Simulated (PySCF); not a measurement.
A geometry optimisation, step by step.

Species: CH8AlNO.
Numbering: `[CH3:1][O:2][AlH2-:3][NH3+:4]` (hydrogens: H5, H6, H7 on C1; H8, H9 on Al3; H10, H11, H12 on N4)

Computed by this run: PBE0-D3(BJ)/def2-SVP geometry optimisation, gas phase in PySCF; density fitting, grid level 1; the optimiser is geomeTRIC in internal coordinates, started from a GFN2-xTB structure with every atom displaced at random (about 0.01 Å). 7 of its 13 geometries are shown. The frame can shift and turn from step to step; on so coarse a grid that alone can change the energy by a few meV, and forces under 0.02 eV/Å are noise.

Step 0: E = -11288.8766 eV, largest atomic force 3.037 eV/Å
```
atom  x, y, z in Å  |  force x, y, z in eV/Å
C1      1.887   -1.138    0.436   -1.885   2.361  -0.312
O2      0.908   -0.108    0.345    1.614  -2.024   0.129
Al3    -0.172    1.163    0.279   -0.085   0.250   0.128
N4     -1.829    0.227   -0.456   -1.282   0.518   1.157
H5      2.749   -0.857   -0.165    0.575  -0.068  -0.225
H6      1.457   -2.050    0.046   -0.057  -0.847  -0.174
H7      2.181   -1.263    1.471    0.316  -0.282   0.584
H8      0.073    2.198   -0.861    0.022   0.512  -0.482
H9     -0.753    1.625    1.664   -0.274   0.213   0.403
H10    -1.690   -0.207   -1.347    0.144  -0.400  -0.834
H11    -2.635    0.882   -0.540    0.700  -0.465  -0.032
H12    -2.136   -0.500    0.209    0.212   0.231  -0.341
```

Step 2: E = -11289.0570 eV, largest atomic force 0.226 eV/Å
```
atom  x, y, z in Å  |  force x, y, z in eV/Å
C1      1.905   -1.143    0.449   -0.012   0.107   0.010
O2      0.893   -0.228    0.354   -0.093  -0.202  -0.041
Al3    -0.160    1.108    0.290    0.077   0.021   0.024
N4     -1.893    0.266   -0.457   -0.005   0.098  -0.008
H5      2.791   -0.853   -0.150    0.014   0.004   0.011
H6      1.595   -2.144    0.087   -0.020   0.015  -0.002
H7      2.250   -1.279    1.494    0.018   0.006   0.000
H8      0.080    2.168   -0.894   -0.003   0.010   0.011
H9     -0.774    1.626    1.681    0.017   0.010   0.002
H10    -1.775   -0.156   -1.379    0.020   0.022  -0.002
H11    -2.557    1.039   -0.551   -0.046  -0.092  -0.044
H12    -2.317   -0.433    0.153    0.033   0.001   0.039
```

Step 4: E = -11289.0816 eV, largest atomic force 0.318 eV/Å
```
atom  x, y, z in Å  |  force x, y, z in eV/Å
C1      1.857   -1.150    0.437    0.241   0.032   0.068
O2      0.811   -0.280    0.333   -0.117  -0.244  -0.082
Al3    -0.147    1.127    0.300   -0.092   0.223  -0.013
N4     -1.872    0.290   -0.458   -0.219   0.228   0.030
H5      2.740   -0.835   -0.156   -0.028   0.019  -0.035
H6      1.593   -2.168    0.088   -0.063   0.004  -0.031
H7      2.214   -1.264    1.480   -0.029   0.013   0.043
H8      0.118    2.194   -0.868    0.062   0.021  -0.016
H9     -0.717    1.656    1.703    0.007  -0.004   0.026
H10    -1.704   -0.145   -1.364    0.069  -0.145  -0.048
H11    -2.626    0.971   -0.598    0.167  -0.041   0.088
H12    -2.227   -0.423    0.179    0.002  -0.106  -0.030
```

Step 6: E = -11289.1141 eV, largest atomic force 0.339 eV/Å
```
atom  x, y, z in Å  |  force x, y, z in eV/Å
C1      1.771   -1.144    0.412    0.247   0.012   0.106
O2      0.619   -0.417    0.267   -0.083  -0.220  -0.108
Al3    -0.126    1.133    0.308   -0.134   0.311   0.012
N4     -1.858    0.325   -0.452   -0.072  -0.114   0.003
H5      2.619   -0.741   -0.179   -0.034  -0.005  -0.038
H6      1.628   -2.194    0.088   -0.013   0.007  -0.018
H7      2.122   -1.187    1.464   -0.033  -0.004   0.009
H8      0.266    2.204   -0.820    0.047  -0.020  -0.013
H9     -0.600    1.674    1.742   -0.011  -0.008   0.008
H10    -1.598   -0.144   -1.320    0.020  -0.038  -0.019
H11    -2.696    0.877   -0.639    0.113   0.110   0.090
H12    -2.109   -0.414    0.208   -0.047  -0.032  -0.032
```

Step 8: E = -11289.1390 eV, largest atomic force 0.288 eV/Å
```
atom  x, y, z in Å  |  force x, y, z in eV/Å
C1      1.799   -1.128    0.416   -0.140   0.056  -0.029
O2      0.576   -0.516    0.230   -0.027   0.033  -0.010
Al3    -0.133    1.075    0.296    0.101  -0.133   0.041
N4     -1.897    0.333   -0.448    0.207  -0.200   0.009
H5      2.608   -0.666   -0.186    0.025   0.001   0.032
H6      1.747   -2.192    0.112    0.035   0.001   0.022
H7      2.127   -1.114    1.476    0.027   0.006  -0.031
H8      0.342    2.125   -0.822   -0.050  -0.003  -0.003
H9     -0.580    1.615    1.741   -0.020   0.010  -0.020
H10    -1.674   -0.130   -1.333   -0.068   0.086   0.033
H11    -2.670    0.977   -0.594   -0.082   0.077  -0.040
H12    -2.205   -0.406    0.188   -0.009   0.067  -0.004
```

Step 10: E = -11289.1464 eV, largest atomic force 0.066 eV/Å
```
atom  x, y, z in Å  |  force x, y, z in eV/Å
C1      1.819   -1.118    0.419   -0.009  -0.010  -0.016
O2      0.567   -0.573    0.211    0.007   0.020   0.009
Al3    -0.130    1.020    0.292    0.018  -0.063   0.001
N4     -1.911    0.339   -0.445    0.009   0.045  -0.011
H5      2.611   -0.627   -0.183    0.001   0.007   0.004
H6      1.830   -2.189    0.138    0.000  -0.002   0.005
H7      2.141   -1.068    1.479    0.002   0.007   0.006
H8      0.330    2.068   -0.834   -0.010   0.015   0.005
H9     -0.576    1.563    1.735    0.008   0.010   0.001
H10    -1.739   -0.102   -1.349   -0.010  -0.003  -0.014
H11    -2.637    1.046   -0.564   -0.006  -0.022  -0.002
H12    -2.267   -0.387    0.179   -0.011  -0.004   0.011
```

Step 12: E = -11289.1470 eV, largest atomic force under 0.02 eV/Å
```
atom  x, y, z in Å  |  force x, y, z in eV/Å
C1      1.826   -1.118    0.420    0.014  -0.005   0.001
O2      0.571   -0.583    0.208   -0.002   0.004  -0.007
Al3    -0.129    1.007    0.289   -0.001  -0.003   0.002
N4     -1.918    0.343   -0.446   -0.004   0.009   0.000
H5      2.617   -0.623   -0.182   -0.004   0.001  -0.002
H6      1.846   -2.190    0.145   -0.002  -0.001   0.003
H7      2.146   -1.058    1.480   -0.005   0.001   0.000
H8      0.321    2.063   -0.834    0.000   0.003   0.002
H9     -0.564    1.551    1.735    0.000   0.002   0.000
H10    -1.759   -0.094   -1.356    0.001  -0.004   0.000
H11    -2.639    1.056   -0.557    0.003  -0.002   0.003
H12    -2.280   -0.382    0.175    0.000  -0.004  -0.002
```

Task: Summarise the path.

Result: The energy falls by 0.2704 eV from step 0 to step 12; nine tenths of that is first reached at step 7. It falls at every step. The largest force goes from 3.037 to under 0.02 eV/Å. Among the bonds O2–Al3 changes most, from 1.670 to 1.739 Å; the atoms move by 0.274 Å rms after alignment.

What follows is the cost of the whole optimisation. The run took 38 s wall on one thread of an Arm Neoverse V2, shared host with 96 logical CPUs at a one-minute load of 48, and the process peaked at 0.40 GiB of memory.
